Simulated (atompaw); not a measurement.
**platinum: one change to a PAW (atompaw) potential, before and after**

* Element: platinum (Pt)
* Generator: atompaw 4.2.0.5
* Type: PAW
* Functional: LDA (PW92)
* Relativity: scalar-relativistic
* Frozen core: [Kr] 4d10 4f14 5s2
* Valence charge: 16
* Reference configuration: 5p6 5d9 6s0 6p1
* Partial waves: 6s (bound, empty): rc 2.15 bohr; 6s channel at 3.3 Ry: rc 2.15 bohr; 5p (bound): rc 2.00 bohr; 6p (bound): rc 2.15 bohr; 5d (bound): rc 1.45 bohr; 5d channel at 0.05 Ry: rc 2.15 bohr
* Local potential: ultrasoft scheme with l = 3 at 0 Ry, radius 1.45 bohr
* Core correction: smooth core density matched at 1.30 bohr
* Augmentation charge: besselshape compensation charge, radius 1.80 bohr; PAW radius 2.15 bohr; waves and projectors: custom rrkj vanderbiltortho

All-electron outer shells of the reference configuration (LDA (PW92), scalar-relativistic, ld1.x):

```csv
shell,level (eV),outermost node (bohr),outermost maximum (bohr)
5s,-104.21,0.49,0.87
4f,-72.50,–,0.38
5p,-58.32,0.53,0.98
5d,-8.30,0.57,1.26
6s,-7.42,1.14,2.32
6p,-2.02,1.36,3.38
```

Change: reference 5p6 5d9.5 6s0.5 6p0.

Cutoffs: the cutoffs (Ry, on a coarse ladder) from which the occupation-weighted sum of valence levels, in a spherical-Bessel basis at the reference potential, stays within 10 and 1 mRy of its value at 400 Ry; they do not see the model core or the augmentation charge, which bear on the density cutoff.

**Question.** What does the change do?

**Answer.** The potential gets neither clearly harder nor softer (50 Ry and 90 Ry → 50 Ry and 90 Ry); the range in which the s phases agree narrows (upper end at the end of the scan → 0.9); neither file shows a bound ghost.

| quantity | base | changed |
| --- | --- | --- |
| cutoff, loose | 50 Ry | 50 Ry |
| cutoff, tight | 90 Ry | 90 Ry |
| bound ghosts | none | none |
| s: phases at 2.15 bohr within 0.05 rad from the reference energy up to (Ry; the scan ends near 5) | to the end of the scan | 0.9 |
| p: phases at 2.15 bohr within 0.05 rad from the reference energy up to (Ry; the scan ends near 5) | 1.3 | 1.6 |
| d: phases at 2.15 bohr within 0.05 rad from the reference energy up to (Ry; the scan ends near 5) | 2.7 | 2.3 |
| lowest overlap eigenvalue by channel | s 0.67, p 0.72, d 0.19 | s 0.66, p 0.70, d 0.09 |

 The cutoffs see the waves, projectors and local potential, not the compensation charge or the core.
